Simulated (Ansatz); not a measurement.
C₄H₅ (SMILES C=C1[CH]C1), doublet (typed; the unrestricted solution is spin-contaminated), at a GFN2-xTB geometry; CCSD(T)/STO-3G in Ansatz (a first-principles code).

Here is a job for Ansatz.
Ansatz 0.2 input:
```yaml
crystal:
  periodic: [false, false, false]
  atoms:
    - {symbol: C, position_ang: [-0.00487805, -0.07714410, 0.26394931]}
    - {symbol: C, position_ang: [0.19855614, -0.71836459, -0.91636831]}
    - {symbol: C, position_ang: [-0.06383047, 0.73604089, -0.99191477]}
    - {symbol: C, position_ang: [-0.10307189, -0.06938417, 1.60220965]}
    - {symbol: H, position_ang: [0.40079764, -1.59828163, -1.47223199]}
    - {symbol: H, position_ang: [0.74883323, 1.41662743, -1.23105220]}
    - {symbol: H, position_ang: [-1.02322444, 1.09027825, -1.35918325]}
    - {symbol: H, position_ang: [0.02216024, -0.97349051, 2.17299880]}
    - {symbol: H, position_ang: [-0.30922107, 0.83797828, 2.14221335]}
basis:
  gaussian:
    orbitals: STO-3G
magnetization: {spin_polarized: true, initial_magnetization: 1}
correlation: {method: ccsd_t}
```

What the program printed (banner, timings and long lists left out):

```
Functional definition: HF
343 factors; integrals over basis functions are off by at most 4.1e-5 eV
mean field evaluation 1: about -4144.6295 eV, gradient 1.1e1 eV
mean field evaluation 2: about -4144.7563 eV, gradient 1.1e1 eV
mean field evaluation 4: about -4146.3129 eV, gradient 2.6e0 eV
mean field evaluation 8: about -4146.5502 eV, gradient 6.1e-2 eV
mean field evaluation 16: about -4145.8149 eV, gradient 4.6e0 eV
mean field -4146.54538653 eV, -152.3827323256 hartree, gradient 2.3e-6 eV, S^2 1.033490; 0 other end points of the search recorded, 0 dependent functions left out
4 core orbitals not correlated
reference -4146.54538653 eV, -152.3827323256 hartree; 11, 10 occupied and 10, 11 virtual orbitals, 343 factors
second order -4.94367625 eV of doubles, -0.00000000 eV of singles
cycle   1  -5.93647602 eV  change   -9.9e-1 eV  update   9.2e-2
cycle   2  -6.61598402 eV  change   -6.8e-1 eV  update   5.3e-2
cycle   3  -6.78529035 eV  change   -1.7e-1 eV  update   2.7e-2
cycle   4  -6.82384077 eV  change   -3.9e-2 eV  update   1.1e-2
cycle   5  -6.83067197 eV  change   -6.8e-3 eV  update   3.7e-3
cycle   6  -6.83130324 eV  change   -6.3e-4 eV  update   1.2e-3
cycle   7  -6.83192892 eV  change   -6.3e-4 eV  update   3.3e-4
cycle   8  -6.83212698 eV  change   -2.0e-4 eV  update   1.4e-4
cycle   9  -6.83202740 eV  change    1.0e-4 eV  update   5.7e-5
cycle  10  -6.83202130 eV  change    6.1e-6 eV  update   2.6e-5
perturbative correction -0.08399474 eV, -0.0030867496 hartree
Total energy: -4153.46140257 eV, -152.6368912271 hartree
```
